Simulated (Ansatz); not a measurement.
`[OH][SnH]([F])[O][SiH3]` + H–F → `[OH][SnH]([F])[F]` + `O[SiH3]` at 298.15 K and 1 bar (ligand exchange at the Sn–O bond).

Program: Ansatz. Geometries: PBE0-D4/def2-TZVP. ΔE: electronic, gas phase. CCSD(T)/CBS is the MP2 limit (def2-TZVPP, def2-QZVPP) plus CCSD(T) − MP2 in def2-TZVPP, frozen cores. This one scheme is used for every species. Elements past krypton have def2 core potentials. For Sn outer-core shells are correlated without core-valence functions, which leaves a few kJ/mol of doubt a bond. Each species was taken in one conformer, which may not be the lowest.

| species | CCSD(T)/CBS energy (Eh) | H − E (kJ/mol) | S (J/(mol·K)) |
| --- | --- | --- | --- |
| `[OH][SnH]([F])[O][SiH3]` | -756.36118 | 160.9 | 410.9 |
| H–F | -100.39570 | 33.5 | 173.6 |
| `[OH][SnH]([F])[F]` | -490.06891 | 81.4 | 333.4 |
| `O[SiH3]` | -366.69042 | 113.6 | 257.8 |

H − E and S are ideal-gas, rigid-rotor, harmonic terms from PBE0-D4/def2-TZVP, for one conformer and one mirror image of each species. 1 Eh = 2625.50 kJ/mol, R = 8.31446 J/(mol·K).

Problem. By hand: ΔE, ΔH, ΔS and ΔG.

Solution. ΔE = (-490.06891) + (-366.69042) − (-756.36118) − (-100.39570) = -0.00245 Eh = -6.4 kJ/mol. Δ(H − E) = 81.4 + 113.6 − 160.9 − 33.5 = 0.6, so ΔH = -5.8 kJ/mol. ΔS = 333.4 + 257.8 − 410.9 − 173.6 = 6.7 J/(mol·K). ΔG = -5.8 − 298.15 × (6.7)/1000 = -7.8 kJ/mol.

Problem. By hand: the equilibrium constant, and the temperature at which ΔG would vanish if ΔH and ΔS stayed fixed.

Solution. log₁₀ K = −ΔG/(RT ln 10) = 1.4. ΔH and −TΔS have one sign here, so there is no such temperature. One of them is within its doubt of zero, so this could turn.

TΔS isn't small against ΔH here. A doubt of 5 kJ/mol in ΔE shifts log₁₀ K by 0.9 here. Other conformers and mirror images would add mixing entropy, several J/(mol·K) or more a flexible species. Modes under 60 cm⁻¹, often nearly free rotors, make the harmonic entropy too high. These are equilibria of isolated gas molecules and say nothing of rates. Largest T1 diagnostic: 0.015 (customary marks: 0.02 for closed shells, 0.045 for open ones).
